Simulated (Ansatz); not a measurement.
Basis sets compared for Sn6⁺ (the lowest doublet isomer of a short search). Charge 1, multiplicity 2. Geometry r2SCAN-D4/def2-SVP. Ansatz on 4 threads of Arm Neoverse V1 on a shared host; times are rough, and most runs start from earlier orbitals.

```xyz
6

Sn   -0.1271   -1.5534    1.8147
Sn    0.6161   -1.1498   -1.2257
Sn   -0.5912    1.4342    0.8951
Sn   -2.0760   -0.6786   -0.3550
Sn    0.1314    1.6309   -1.9125
Sn    2.0468    0.3167    0.7833
```

In the def2 sets Sn takes a core potential; there is no spin–orbit coupling. The structure comes from a short search, and lower isomers may exist.

```csv
level,functions,energy (Eh),HOMO (eV),LUMO (eV),wall time
PBE-D4/def2-SVP,156,-1285.8186,-8.96,-8.46,7 s
PBE0-D4/def2-SVP,156,-1285.8432,-9.79,-7.92,16 s
```

(1) Estimate the rows for PBE-D4/def2-TZVP (with forces), PBE0-D4/def2-TZVP.

Results:

(1) 
```
                         level  functions  energy (Eh)  HOMO (eV)  LUMO (eV)  wall time
PBE-D4/def2-TZVP (with forces)        300   -1285.8570      -8.89      -8.39       16 s
             PBE0-D4/def2-TZVP        300   -1285.8798      -9.70      -7.82       59 s
```
